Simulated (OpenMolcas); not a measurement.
An atom or ion with 34 electrons was computed by SS-CASPT2, IPEA 0.25 Eh, imaginary shift 0.1 Eh with spin-orbit coupling (OpenMolcas, ANO-RCC-VQZP, DKH2). The lowest levels that the run gave, each within 12 % of the measured value where one is at hand:

```tsv
J	Parity	E (cm-1)	g
2	even	0.0	1.485
1	even	4190	1.501
0	even	5050	
2	even	14690	1.017
0	even	33770
```

Task: Which ion is it, and what are the configurations and terms?

Result: Kr III (Z = 36, charge +2; active space 4 electrons in 3 orbitals (4p)). J, parity and g give the terms where levels are pure, and mixed ones are named by the computed weights; the size of the splittings, set against known spectra of the 34-electron sequence, gives the charge. In order, with the measured energies in cm-1 (Saloman, J. Phys. Chem. Ref. Data 36, 215 (2007)): 4s2 4p4 3P2, 4s2 4p4 3P1 (4548), 4s2 4p4 3P0 (5313), 4s2 4p4 1D2 (14644), 4s2 4p4 1S0 (33080).

CASPT2 does not keep the components of a term degenerate, so their means are used; among the terms shown or strongly mixed into the levels shown the widest spread is 160 cm-1 (4s2 4p4 1D). With the s shell closed, the reference lacks s² → p² mixing. Computed and measured levels are paired by configuration, term and J; levels that our copy of the source lacks, or whose pairing is in doubt (as where it misses far off the trend of its configuration), stay unpaired and out of the deviations. Only configurations of the active space appear.
